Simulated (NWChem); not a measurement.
Everything below was run with NWChem. System: C₂H₅S, charge 1, spin multiplicity 3, at the geometry of a parent with another charge or spin, in a state set for the comparison that need not be this species' ground state. Its SCF solution wasn't tested for a lower state. Level: UHF/def2-SVPD.

NWChem printed:

```
             Northwest Computational Chemistry Package (NWChem) 7.3.0
             --------------------------------------------------------

                                NWChem Input Module
                                -------------------

 Scaling coordinates for geometry "geometry" by  1.889725989
 (inverse scale =  0.529177249)

 Turning off AUTOSYM since
 SYMMETRY directive was detected!

                             Geometry "geometry" -> ""
                             -------------------------

 Output coordinates in angstroms (scale by  1.889725989 to convert to a.u.)

  No.       Tag          Charge          X              Y              Z
 ---- ---------------- ---------- -------------- -------------- --------------
    1 C                    6.0000    -1.63747300     0.30671500     0.00000000
    2 C                    6.0000    -0.17187400     0.73354100     0.00000000
    3 S                   16.0000     1.04795900    -0.59874800     0.00000000
    4 H                    1.0000    -1.87311900    -0.30424900     0.89409000
    5 H                    1.0000    -2.30767100     1.19238800     0.00000000
    6 H                    1.0000    -1.87311900    -0.30424900    -0.89409000
    7 H                    1.0000     0.07132200     1.37726700     0.87795900
    8 H                    1.0000     0.07132200     1.37726700    -0.87795900

 Effective nuclear repulsion energy (a.u.)      97.2921419895

            Nuclear Dipole moment (a.u.)
            ----------------------------
        X                 Y               Z
 ---------------- ---------------- ----------------
    -0.0000056692    -0.0000151178     0.0000000000

      Symmetry information
      --------------------

 Group name             Cs
 Group number              2
 Group order               2
 No. of unique centers     6

      Symmetry unique atoms

     1    2    3    4    5    7


 Summary of "ao basis" -> "" (spherical)
 ------------------------------------------------------------------------------
       Tag                 Description            Shells   Functions and Types
 ---------------- ------------------------------  ------  ---------------------
 *                         def2-svpd                  on all atoms

 Summary of "ao basis" -> "ao basis" (spherical)
 ------------------------------------------------------------------------------
       Tag                 Description            Shells   Functions and Types
[...]
   Bfn.  Coefficient  Atom+Function         Bfn.  Coefficient  Atom+Function
  ----- ------------  ---------------      ----- ------------  ---------------
    45      1.598158  3 S  s                  3      0.872049  1 C  s
     4      0.842652  1 C  s                 93     -0.719783  7 H  s
   101     -0.719783  8 H  s                 56      0.712713  3 S  py
    69     -0.682476  4 H  s                 85     -0.682476  6 H  s
    23      0.614781  2 C  s                 44     -0.516077  3 S  s

 center of mass
 --------------
 x =   0.18075270 y =  -0.10207584 z =   0.00000000

 moments of inertia (a.u.)
 ------------------
          98.124731798713         102.533521824478           0.000000000000
         102.533521824478         295.322510469859           0.000000000000
           0.000000000000           0.000000000000         370.842464901091

  Mulliken analysis of the total density
  --------------------------------------

    Atom       Charge   Shell Charges
 -----------   ------   -------------------------------------------------------
    1 C    6     5.93   1.99  0.87 -0.07  0.04  2.03  0.97  0.04  0.07
    2 C    6     6.61   1.99  0.90  0.16 -0.02  1.98  1.45  0.04  0.10
    3 S   16    15.50   2.00  1.99  1.35  0.56 -0.02  5.93  1.60  1.96  0.07  0.05  0.01
    4 H    1     0.89   0.74  0.07  0.03  0.05
    5 H    1     0.82   0.73  0.03  0.03  0.04
    6 H    1     0.89   0.74  0.07  0.03  0.05
    7 H    1     0.68   0.71 -0.12  0.02  0.06
    8 H    1     0.68   0.71 -0.12  0.02  0.06

  Mulliken analysis of the alpha density
  --------------------------------------

    Atom       Charge   Shell Charges
 -----------   ------   -------------------------------------------------------
    1 C    6     2.99   0.99  0.44 -0.04  0.02  1.03  0.49  0.02  0.03
    2 C    6     3.13   0.99  0.45  0.06 -0.01  0.97  0.66  0.03 -0.02
    3 S   16     8.85   1.00  1.00  0.69  0.32 -0.02  2.98  1.24  1.57  0.05  0.03  0.00
    4 H    1     0.44   0.37  0.03  0.01  0.03
    5 H    1     0.41   0.36  0.02  0.01  0.02
    6 H    1     0.44   0.37  0.03  0.01  0.03
    7 H    1     0.37   0.38 -0.05  0.01  0.03
    8 H    1     0.37   0.38 -0.05  0.01  0.03

   Mulliken analysis of the beta density
   -------------------------------------

    Atom       Charge   Shell Charges
 -----------   ------   -------------------------------------------------------
    1 C    6     2.94   0.99  0.43 -0.03  0.02  1.00  0.48  0.02  0.03
    2 C    6     3.48   0.99  0.45  0.10 -0.01  1.01  0.79  0.02  0.12
    3 S   16     6.65   1.00  1.00  0.66  0.24  0.00  2.96  0.36  0.38  0.02  0.03  0.01
    4 H    1     0.45   0.37  0.04  0.01  0.03
    5 H    1     0.41   0.36  0.02  0.01  0.02
    6 H    1     0.45   0.37  0.04  0.01  0.03
    7 H    1     0.31   0.34 -0.07  0.01  0.03
    8 H    1     0.31   0.34 -0.07  0.01  0.03

   Mulliken analysis of the spin density
   -------------------------------------

    Atom       Charge   Shell Charges
 -----------   ------   -------------------------------------------------------
    1 C    6     0.04   0.00  0.01 -0.00 -0.01  0.03  0.02  0.00  0.00
    2 C    6    -0.36  -0.00 -0.01 -0.04 -0.00 -0.04 -0.13  0.01 -0.14
    3 S   16     2.20   0.00  0.00  0.03  0.08 -0.02  0.02  0.88  1.19  0.03  0.00 -0.00
    4 H    1    -0.00  -0.00 -0.00  0.00  0.00
    5 H    1     0.00   0.00 -0.00  0.00  0.00
    6 H    1    -0.00  -0.00 -0.00  0.00  0.00
    7 H    1     0.06   0.04  0.02  0.00 -0.00
    8 H    1     0.06   0.04  0.02  0.00 -0.00

       Multipole analysis of the density wrt the origin
       ------------------------------------------------

     L   x y z        total         alpha         beta         nuclear
     -   - - -        -----         -----         ----         -------
     0   0 0 0      1.000000    -17.000000    -15.000000     33.000000

     1   1 0 0      0.537727     -1.598943      2.136676     -0.000006
     1   0 1 0      0.046408      1.029078     -0.982655     -0.000015
     1   0 0 1     -0.000000     -0.000000     -0.000000      0.000000

     2   2 0 0    -12.705081    -93.874574    -83.775499    164.944992
     2   1 1 0     -1.793978     27.934787     24.639581    -54.368346
     2   1 0 1      0.000000      0.000000      0.000000      0.000000
     2   0 2 0    -14.989321    -36.803550    -31.500255     53.314485
     2   0 1 1     -0.000000     -0.000000      0.000000      0.000000
     2   0 0 2    -16.717622    -15.776500    -12.155756     11.214634

 Task  times  cpu:        3.3s     wall:        3.3s

 Total times  cpu:        3.3s     wall:        3.3s
```

Q: Write an NWChem input that would produce this output.

A: This is not unique; one that fits is 
```
start mol
memory heap 200 mb stack 900 mb global 1100 mb
charge 1
geometry units angstroms nocenter noautoz
  C     -1.637473     0.306715     0.000000
  C     -0.171874     0.733541     0.000000
  S      1.047959    -0.598748     0.000000
  H     -1.873119    -0.304249     0.894090
  H     -2.307671     1.192388     0.000000
  H     -1.873119    -0.304249    -0.894090
  H      0.071322     1.377267     0.877959
  H      0.071322     1.377267    -0.877959
  symmetry group Cs
end
basis spherical
  * library def2-svpd
end
scf
  uhf
  nopen 2
  maxiter 100
  thresh 1e-7
  semidirect memsize 60000000 filesize 0
  # guess.movecs holds the orbitals of an unrestricted PBE0 run
  vectors input guess.movecs output mol.movecs
end
task scf energy
```
